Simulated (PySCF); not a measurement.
**From a computed spectrum to the compound**

A species of 7 atoms with charge 0 has these harmonic modes (PBE0, small Gaussian bases with core potentials, PySCF 2.14.0):

```tsv
cm⁻¹	km/mol	symmetry
122	21.6	e
122	21.6	e
169	35.3	a
284	79.7	e
284	79.7	e
373	102.4	a
565	98.8	e
565	98.8	e
587	45.6	a
809	72.7	e
809	72.7	e
834	8.8	a
3844	106.4	a
3845	43.5	e
3845	43.5	e
```

Problem. Which species is it, and in which structure?

Solution. Bi(OH)3 (singlet):
```xyz
7

Bi    0.0000    0.0000   -0.2252
O     1.7575   -0.2084    0.8808
H     1.7459    0.4568    1.5838
O    -0.6983    1.6262    0.8808
H    -1.2685    1.2836    1.5838
O    -1.0592   -1.4178    0.8808
H    -0.4774   -1.7404    1.5838
```
Ideal gas at 298.15 K and 1 bar: S = 341.3 J/(mol K), Cp = 99.4 J/(mol K), H − H(0 K) = 20.3 kJ/mol (rigid rotor, harmonic modes, spin degeneracy alone). 
 Other answers can fit too; this one was computed.
